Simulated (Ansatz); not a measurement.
(AlSb)n off (charge +1): PBE0-D4/def2-TZVP single points in Ansatz on relaxed structures, gas phase. Each cluster is the lowest isomer that a short search found in that spin, judged at the geometry's level, and lower ones may exist. Core potentials for Sb, no spin–orbit coupling. HOMO and LUMO are taken over both spins. The spins of the ions were chosen, not always searched. The structures are stationary points that may keep the symmetry of their start. Remarks come from the PBE and PBE0 runs and from stability tests at other levels; not every state was tested. HOMO above LUMO (over both spins in singlets and doublets, within one spin in higher multiplets; at PBE or PBE0), or a gap under 0.15 eV within one spin, warns that the state may not be the lowest or that an electron is smeared out.

```json
{"species": "Al2Sb2⁺", "atoms": "4", "state": "doublet; reduced ion triplet", "geometry": "PBE-D4/def2-SVP", "HOMO (eV)": "-10.09", "LUMO (eV)": "-7.87", "gap (eV)": "2.22", "vertical EA (eV)": "6.37", "lowest of the spins relaxed": "doublet, of doublet/quartet", "point group (within 0.1 Å)": "Cs", "remarks": "–"}
{"species": "Al3Sb3⁺", "atoms": "6", "state": "doublet; reduced ion singlet", "geometry": "PBE0-D4/def2-SVP", "HOMO (eV)": "-9.64", "LUMO (eV)": "-8.02", "gap (eV)": "1.63", "vertical EA (eV)": "6.74", "lowest of the spins relaxed": "doublet, of doublet/quartet", "point group (within 0.1 Å)": "–", "remarks": "spin-contaminated (⟨S²⟩ up to 0.87)"}
{"species": "Al4Sb3⁺", "atoms": "7", "state": "singlet", "geometry": "PBE-D4/def2-SVP", "HOMO (eV)": "-9.40", "LUMO (eV)": "-6.98", "gap (eV)": "2.42", "vertical EA (eV)": "5.81", "lowest of the spins relaxed": "–", "point group (within 0.1 Å)": "C3v", "remarks": "restricted SCF unstable in HF, gap within one spin near zero at PBE or PBE0 (neutral doublet), spin-contaminated (⟨S²⟩ up to 0.98) (neutral doublet)"}
```

The gap (eV) runs from 1.63 (Al3Sb3⁺) to 2.42 (Al4Sb3⁺). The vertical EA (eV) runs from 5.81 (Al4Sb3⁺) to 6.74 (Al3Sb3⁺).
